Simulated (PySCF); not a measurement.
F6Se, triplet, geometry from GFN2-xTB (a higher spin typed on purpose: for a closed-shell molecule this is an excited state); SVWN5/STO-3G in PySCF.

The PySCF input:
```python
from pyscf import gto, scf, dft

mol = gto.Mole()
mol.atom = '''
    F     1.109143   -1.833907   -0.260798
    Se    0.024522   -0.002410   -0.041086
    F     1.474535    1.558449   -0.241680
    F    -1.205185   -1.084659    0.444995
    F    -1.226851    0.142125   -1.770894
    F     0.702827   -0.084297    1.525092
    F    -0.947106    1.311391    0.458499
'''
mol.basis = 'sto-3g'
mol.charge = 0
mol.spin = 2
mol.verbose = 4
mol.build()

mf = dft.UKS(mol)
mf.xc = 'lda,vwn'
mf.kernel()
mf.analyze()
```

Task: Predict the main parts of the log of this PySCF run.

Result: 
```
PySCF version 2.14.0

[INPUT] verbose = 4
[INPUT] num. atoms = 7
[INPUT] num. electrons = 88
[INPUT] charge = 0
[INPUT] spin (= nelec alpha-beta = 2S) = 2
[INPUT] symmetry False subgroup None
[INPUT] Mole.unit = angstrom
[INPUT] Symbol           X                Y                Z      unit          X                Y                Z       unit  Magmom
[...]
nuclear repulsion = 737.503424989042
number of shells = 26
number of NR pGTOs = 144
number of NR cGTOs = 48
basis = sto-3g
ecp = {}

******** <class 'pyscf.dft.uks.UKS'> ********
method = UKS
initial guess = minao
damping factor = 0
level_shift factor = 0
DIIS = <class 'pyscf.scf.diis.CDIIS'>
diis_start_cycle = 1
diis_space = 8
diis_damp = 0
SCF conv_tol = 1e-09
SCF conv_tol_grad = None
SCF max_cycles = 50
direct_scf = True
direct_scf_tol = 1e-13
number electrons alpha = 45  beta = 43
XC library pyscf.dft.libxc version 7.1.2
    S. Lehtola, C. Steigemann, M. J. T. Oliveira, and M. A. L. Marques,  SoftwareX 7, 1–5 (2018)
XC functionals = lda,vwn
    P. A. M. Dirac,  Math. Proc. Cambridge Philos. Soc. 26, 376 (1930)
    F. Bloch,  Z. Phys. 57, 545 (1929)
    S. H. Vosko, L. Wilk, and M. Nusair,  Can. J. Phys. 58, 1200 (1980)
radial grids:
    Treutler-Ahlrichs [JCP 102, 346 (1995); DOI:10.1063/1.469408] (M4) radial grids

becke partition: Becke, JCP 88, 2547 (1988); DOI:10.1063/1.454033
pruning grids: <function nwchem_prune>
grids dens level: 3
symmetrized grids: False
atomic radii adjust function: <function treutler_atomic_radii_adjust>
small_rho_cutoff = 0
Set gradient conv threshold to 3.16228e-05
tot grids = 106000
init E= -2954.84523036904

cycle= 1 E= -2957.14679271081  delta_E= -2.3  |g|= 0.367  |ddm|= 2.56
cycle= 2 E= -2955.51830823931  delta_E= 1.63  |g|= 1.21  |ddm|= 2.52
cycle= 3 E= -2955.61891867799  delta_E= -0.101  |g|= 1.09  |ddm|=  2.4

cycle= 4 E= -2956.86376538752  delta_E= -1.24  |g|= 0.523  |ddm|= 2.32
cycle= 5 E= -2956.92594499224  delta_E= -0.0622  |g|= 0.538  |ddm|= 1.77

cycle= 6 E= -2956.95092264802  delta_E= -0.025  |g|= 0.484  |ddm|= 0.517
cycle= 7 E= -2956.8733980195  delta_E= 0.0775  |g|= 0.552  |ddm|= 1.45

cycle= 8 E= -2957.00080141538  delta_E= -0.127  |g|= 0.437  |ddm|= 1.49

cycle= 9 E= -2957.04736140675  delta_E= -0.0466  |g|= 0.402  |ddm|= 1.35

cycle= 10 E= -2957.10931414646  delta_E= -0.062  |g|= 0.353  |ddm|= 1.39

cycle= 11 E= -2957.10781858838  delta_E= 0.0015  |g|= 0.349  |ddm|=  1.4

cycle= 12 E= -2957.1543493472  delta_E= -0.0465  |g|= 0.303  |ddm|= 1.42
cycle= 13 E= -2956.94574299076  delta_E= 0.209  |g|= 0.47  |ddm|= 1.46

cycle= 14 E= -2957.09869487612  delta_E= -0.153  |g|= 0.361  |ddm|= 1.44

cycle= 15 E= -2957.20551120451  delta_E= -0.107  |g|= 0.201  |ddm|= 0.856

cycle= 16 E= -2957.04601071786  delta_E= 0.16  |g|= 0.388  |ddm|= 1.42

cycle= 17 E= -2957.0438823629  delta_E= 0.00213  |g|= 0.387  |ddm|= 0.207

cycle= 18 E= -2957.19525519434  delta_E= -0.151  |g|= 0.224  |ddm|= 1.19

cycle= 19 E= -2957.06672411643  delta_E= 0.129  |g|= 0.377  |ddm|= 1.41

cycle= 20 E= -2957.05948881265  delta_E= 0.00724  |g|= 0.383  |ddm|= 1.33

cycle= 21 E= -2957.16360388026  delta_E= -0.104  |g|= 0.297  |ddm|= 1.14

cycle= 22 E= -2957.12971819018  delta_E= 0.0339  |g|= 0.337  |ddm|= 0.288

cycle= 23 E= -2957.21173927241  delta_E= -0.082  |g|= 0.196  |ddm|= 0.71

cycle= 24 E= -2957.12784827213  delta_E= 0.0839  |g|= 0.335  |ddm|= 1.41

cycle= 25 E= -2957.15814365073  delta_E= -0.0303  |g|= 0.297  |ddm|= 0.924

cycle= 26 E= -2957.07892672586  delta_E= 0.0792  |g|= 0.366  |ddm|=  1.4

cycle= 27 E= -2957.13136973238  delta_E= -0.0524  |g|= 0.337  |ddm|= 0.268

cycle= 28 E= -2957.12188643671  delta_E= 0.00948  |g|= 0.342  |ddm|= 0.12

cycle= 29 E= -2957.02877001744  delta_E= 0.0931  |g|= 0.399  |ddm|= 1.41

cycle= 30 E= -2957.07695724693  delta_E= -0.0482  |g|= 0.369  |ddm|=  1.4

cycle= 31 E= -2957.07745265845  delta_E= -0.000495  |g|= 0.367  |ddm|= 0.0984

cycle= 32 E= -2957.04508196588  delta_E= 0.0324  |g|= 0.397  |ddm|= 1.42
[...]

cycle= 44 E= -2957.03052178329  delta_E= -0.138  |g|= 0.395  |ddm|= 1.43

cycle= 45 E= -2956.99156507038  delta_E= 0.039  |g|= 0.431  |ddm|= 1.43

cycle= 46 E= -2957.13308066583  delta_E= -0.142  |g|= 0.335  |ddm|= 1.42

cycle= 47 E= -2957.04677632702  delta_E= 0.0863  |g|= 0.386  |ddm|= 1.35

cycle= 48 E= -2957.10823697816  delta_E= -0.0615  |g|= 0.359  |ddm|= 1.42

cycle= 49 E= -2957.0221510826  delta_E= 0.0861  |g|= 0.406  |ddm|= 0.502

cycle= 50 E= -2957.21241252545  delta_E= -0.19  |g|= 0.244  |ddm|= 0.994
SCF not converged.
SCF energy = -2957.21241252545 after 50 cycles  <S^2> = 2.0103683  2S+1 = 3.0069043
**** SCF Summaries ****
Total Energy =                       -2957.212412525449054
Nuclear Repulsion Energy =             737.503424989042287
One-electron Energy =                -5623.110130676839617
Two-electron Energy =                 1928.394293162348276
Two-electron Coulomb Energy =         2072.149741932342749
DFT Exchange-Correlation Energy =     -143.755448769994359
**** MO energy ****
                             alpha | beta                alpha | beta
[...]
To work with the spin densities directly, `use mulliken_meta_spin()` only printing them here.

 ** Mulliken spin pop alpha/beta on meta-lowdin orthogonal AOs **
 ** Mulliken Spin Density (per AO)  **
spin_pop of  0 F 1s        0.00000
spin_pop of  0 F 2s        0.00051
spin_pop of  0 F 2px       0.16611
spin_pop of  0 F 2py       0.28821
spin_pop of  0 F 2pz       0.03007
spin_pop of  1 Se 1s        0.00000
spin_pop of  1 Se 2s        0.00001
spin_pop of  1 Se 3s        0.00005
spin_pop of  1 Se 4s        0.07558
spin_pop of  1 Se 2px       0.00000
spin_pop of  1 Se 2py      -0.00000
spin_pop of  1 Se 2pz       0.00000
spin_pop of  1 Se 3px       0.00001
spin_pop of  1 Se 3py      -0.00002
spin_pop of  1 Se 3pz       0.00006
spin_pop of  1 Se 4px       0.00128
spin_pop of  1 Se 4py      -0.02016
spin_pop of  1 Se 4pz       0.03737
spin_pop of  1 Se 3dxy     -0.00008
spin_pop of  1 Se 3dyz     -0.00003
spin_pop of  1 Se 3dz^2    -0.00005
spin_pop of  1 Se 3dxz     -0.00002
spin_pop of  1 Se 3dx2-y2   -0.00000
spin_pop of  2 F 1s        0.00000
spin_pop of  2 F 2s        0.00050
spin_pop of  2 F 2px       0.16268
spin_pop of  2 F 2py       0.21472
spin_pop of  2 F 2pz       0.08298
spin_pop of  3 F 1s       -0.00000
spin_pop of  3 F 2s       -0.00030
spin_pop of  3 F 2px      -0.00125
spin_pop of  3 F 2py      -0.00218
spin_pop of  3 F 2pz       0.01160
spin_pop of  4 F 1s        0.00000
spin_pop of  4 F 2s        0.00049
spin_pop of  4 F 2px       0.41406
spin_pop of  4 F 2py       0.33447
spin_pop of  4 F 2pz       0.20852
spin_pop of  5 F 1s       -0.00000
spin_pop of  5 F 2s       -0.00031
spin_pop of  5 F 2px       0.00184
spin_pop of  5 F 2py      -0.00490
spin_pop of  5 F 2pz       0.00179
spin_pop of  6 F 1s       -0.00000
spin_pop of  6 F 2s       -0.00030
spin_pop of  6 F 2px      -0.00340
spin_pop of  6 F 2py      -0.00593
spin_pop of  6 F 2pz       0.00604
 ** Mulliken Spin Density (per atom)  **
spin density of  0 F =      0.48490
spin density of  1 Se =      0.09399
spin density of  2 F =      0.46087
spin density of  3 F =      0.00787
spin density of  4 F =      0.95754
spin density of  5 F =     -0.00158
spin density of  6 F =     -0.00359
 ** Mulliken pop alpha/beta on meta-lowdin orthogonal AOs **
 ** Mulliken pop       alpha | beta **
In total            45.00000 | 43.00000
 ** Mulliken atomic charges   ( Nelec_alpha | Nelec_beta ) **
charge of  0F =     -0.25017  (     4.86753      4.38264 )
charge of  1Se =      0.81505  (    16.63947     16.54548 )
charge of  2F =     -0.27466  (     4.86777      4.40689 )
charge of  3F =     -0.15722  (     4.58255      4.57468 )
charge of  4F =      0.22669  (     4.86543      3.90788 )
charge of  5F =     -0.18507  (     4.59174      4.59333 )
charge of  6F =     -0.17462  (     4.58551      4.58910 )
Dipole moment(X, Y, Z, Debye): -4.11179,  0.15756, -2.39622
```

The run did not converge; its last values are not results.
